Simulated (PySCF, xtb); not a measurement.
Se(Et)(OMe) (C3H8OSe), SMILES CO[Se]CC.

GFN2-xTB (xtb) at its own geometry gives an orbital gap of 3.52 eV and a dipole moment of 2.39 D.

Geometry optimised at TPSSh-D3(BJ)/def2-SVP. Other conformers were not sampled.

Task: What does PBE/def2-TZVP (PySCF) give? (The exact figures need the calculation; the answer reports its results.)

Result: gap 3.20 eV (levels -5.03 and -1.83 eV), dipole 1.60 D.
